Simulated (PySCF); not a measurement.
Compound: C2H9FOSi2.
Cartesian coordinates in Å at the PBE0-D3(BJ)/def2-SVP level; atoms count from 1:
```
atom  x, y, z in Å
C1    -2.3950    0.2411   -0.1805
C2    -1.3350   -0.0814    0.8437
O3    -0.0544    0.1000    0.2694
Si4    1.3695   -0.3971    0.9401
F5     1.6442    0.4287    2.3186
Si6    3.0427    0.1177   -0.6050
H7    -2.3045   -0.4234   -1.0526
H8    -3.4002    0.1192    0.2500
H9    -2.2878    1.2790   -0.5288
H10   -1.4476   -1.1235    1.2002
H11   -1.4394    0.5748    1.7264
H12    1.2759   -1.8321    1.3456
H13    2.8202   -0.6678   -1.8571
H14    3.0018    1.5778   -0.9176
H15    4.3863   -0.2303   -0.0501
```

Theory: core-valence-separated Tamm–Dancoff BHandHLYP/aug-pcX-1 (pcseg-1 on H, def2-SVPD on Si) in PySCF, non-relativistic, gas phase, PBE0-D3(BJ)/def2-SVP geometry. No empirical shift is added; at this level the pattern usually sits a few eV under experiment.

The lowest roots of each edge with f over 0.003 (five at most, numbered afresh; weaker and dark ones are left out), with transition dipoles (au) in the frame of the coordinates:

```json
{"root": "1", "edge": "C", "E (eV)": "285.44", "μx": "0.0345", "μy": "-0.0034", "μz": "0.0172"}
{"root": "2", "edge": "C", "E (eV)": "286.11", "μx": "0.0406", "μy": "-0.0033", "μz": "-0.0451"}
{"root": "3", "edge": "C", "E (eV)": "286.20", "μx": "0.0102", "μy": "0.0599", "μz": "0.0059"}
{"root": "4", "edge": "C", "E (eV)": "286.61", "μx": "0.0062", "μy": "0.0108", "μz": "-0.0269"}
{"root": "5", "edge": "C", "E (eV)": "286.88", "μx": "0.0547", "μy": "0.0261", "μz": "-0.0475"}
{"root": "6", "edge": "O", "E (eV)": "532.94", "μx": "-0.0095", "μy": "0.0168", "μz": "-0.0060"}
{"root": "7", "edge": "O", "E (eV)": "533.03", "μx": "-0.0043", "μy": "-0.0170", "μz": "-0.0257"}
{"root": "8", "edge": "O", "E (eV)": "534.08", "μx": "0.0188", "μy": "0.0131", "μz": "-0.0257"}
{"root": "9", "edge": "O", "E (eV)": "534.47", "μx": "-0.0214", "μy": "0.0133", "μz": "-0.0022"}
{"root": "10", "edge": "O", "E (eV)": "534.73", "μx": "0.0241", "μy": "-0.0065", "μz": "0.0040"}
{"root": "11", "edge": "F", "E (eV)": "684.88", "μx": "0.0029", "μy": "-0.0128", "μz": "-0.0212"}
{"root": "12", "edge": "F", "E (eV)": "685.75", "μx": "0.0210", "μy": "-0.0100", "μz": "0.0032"}
{"root": "13", "edge": "F", "E (eV)": "686.80", "μx": "0.0005", "μy": "-0.0038", "μz": "-0.0227"}
{"root": "14", "edge": "F", "E (eV)": "686.91", "μx": "-0.0133", "μy": "-0.0219", "μz": "0.0044"}
```

What are the oscillator strengths?

f = (2/3) ΔE |μ|², with ΔE in hartree (27.2114 eV):

| root | ΔE (Eh) | \|μ\|² (au) | f | core hole on |
| --- | --- | --- | --- | --- |
| 1 | 10.4897 | 0.001498 | 0.010 | C1 |
| 2 | 10.5142 | 0.003693 | 0.026 | C1 |
| 3 | 10.5176 | 0.003727 | 0.026 | C1 |
| 4 | 10.5325 | 0.000879 | 0.006 | C1 |
| 5 | 10.5426 | 0.005930 | 0.042 | C2 |
| 6 | 19.5853 | 0.000408 | 0.005 | O3 |
| 7 | 19.5886 | 0.000968 | 0.013 | O3 |
| 8 | 19.6271 | 0.001186 | 0.016 | O3 |
| 9 | 19.6413 | 0.000640 | 0.008 | O3 |
| 10 | 19.6509 | 0.000639 | 0.008 | O3 |
| 11 | 25.1689 | 0.000622 | 0.010 | F5 |
| 12 | 25.2008 | 0.000551 | 0.009 | F5 |
| 13 | 25.2393 | 0.000530 | 0.009 | F5 |
| 14 | 25.2435 | 0.000676 | 0.011 | F5 |

Molecules are fixed in this frame and the field points along (0, 1, 1)/√2. What effective strengths 3 f cos²θ do the roots have (θ between field and μ)?

root 1 (C1): 0.002, root 2 (C1): 0.025, root 3 (C1): 0.046, root 4 (C1): 0.003, root 5 (C2): 0.005, root 6 (O3): 0.002, root 7 (O3): 0.036, root 8 (O3): 0.003, root 9 (O3): 0.002, root 10 (O3): 0.000, root 11 (F5): 0.029, root 12 (F5): 0.001, root 13 (F5): 0.018, root 14 (F5): 0.008. Root 3 is the strongest. Averaged over all orientations cos²θ is 1/3, which gives f back.

The run took about 60 s of CPU time (one thread, shared machine).

One conformer stands for the species.
